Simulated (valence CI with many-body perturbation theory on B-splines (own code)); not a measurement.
La⁷⁺: E2 decay

Computed by configuration interaction combined with many-body perturbation theory (CI+MBPT): four valence electrons over a frozen Dirac-Fock core [Kr] 4d10, radial functions for each j: 8 s, 8 p, 9 d, 9 f, 6 g, 3 h, 2 i, with the one-electron correlation potential Σ1 (screened to all orders), the two-electron term Σ2, the three-electron term Σ3, Breit, model QED; selected single and double excitations, second order for the rest, scaled by the run's own slope (own B-spline code, finite nucleus).

No measured spectrum was set against this ion. As an estimate, levels hold to about 250 cm⁻¹ or 0.2 % of their energy and the worst to 1 %, as in measured heavy ions of charge 2 to 7; those with d or f electrons hold less well. Core correlation moves these levels by up to 38000 cm⁻¹, and in measured spectra 5 to 20 % of such shifts remained as error; rates that hang on mixing are uncertain with them.

Lines 51 to 71 of 71 in falling wavelength, among levels below 34.728 eV, chosen from the decays that carry over 1 % of a level's rate. Wavelengths and rates use the calculated energies, so an error of 300 cm⁻¹ moves a line at 86.94 nm by 0.26 % and its rate by three times that or more. Electric multipoles are in the length gauge, E1 and E2 with the static RPA response of the core. Weak lines are less certain than strong ones. Lines between different terms over intervals too small for the method are left out, as are lines whose strength nearly cancels.

Names give the largest LS component (configuration and term), which can be under half, so a name can repeat, a term be missing and a line seem to break the LS rules; names also repeat where a configuration has a term twice.

```tsv
λ vac (nm)	Upper	Lower	Type	A (s⁻¹)	Branch %
86.94	4f 5s2 5p 3F_4	5s2 5p2 3P_2	E2	3.85e+02	59.0
84.16	4f 5s2 5p 1F_3	5s2 5p2 3P_1	E2	3.68e+02	40.5
83.90	4f 5s2 5p 3F_2	5s2 5p2 3P_0	E2	1.29e+03	85.8
83.71	4f 5s2 5p 3D_3	5s2 5p2 3P_2	E2	2.98e+02	24.0
83.65	4f2 5s2 1I_6	4f 5s2 5p 1G_4	E2	2.99e+03	46.9
83.22	4f 5s2 5p 3D_2	5s2 5p2 3P_2	E2	5.84e+02	34.6
81.19	4f 5s2 5p 3D_1	5s2 5p2 3P_2	E2	1.89e+02	10.9
78.98	4f 5s2 5p 3D_2	5s2 5p2 3P_1	E2	6.31e+02	37.3
78.86	4f 5s2 5p 1G_4	5s2 5p2 3P_2	E2	4.89e+02	39.4
77.15	4f 5s2 5p 3D_1	5s2 5p2 3P_1	E2	1.32e+03	75.9
76.41	4f2 5s2 3H_4	4f 5s2 5p 3G_4	E2	1.68e+02	3.0
75.94	4f2 5s2 3H_4	4f 5s2 5p 3F_2	E2	1.74e+03	30.8
75.84	4f 5s2 5p 1D_2	5s2 5p2 3P_2	E2	6.37e+01	6.6
75.69	4f2 5s2 3H_5	4f 5s2 5p 3G_4	E2	1.74e+03	42.8
75.40	4f2 5s2 3H_4	4f 5s2 5p 3F_3	E2	4.25e+02	7.5
74.93	4f2 5s2 3H_6	4f 5s2 5p 3G_4	E2	6.03e+02	22.6
74.70	4f2 5s2 3H_5	4f 5s2 5p 3F_3	E2	9.16e+02	22.6
73.20	4f2 5s2 3H_4	4f 5s2 5p 3G_3	E2	2.29e+03	40.6
68.54	4f 5s2 5p 3D_2	5s2 5p2 3P_0	E2	1.51e+02	9.0
65.76	4f2 5s2 1I_6	4f 5s2 5p 3G_4	E2	1.45e+03	22.7
63.45	4f 5s2 5p 1D_2	5s2 5p2 3P_0	E2	2.37e+01	2.5
```
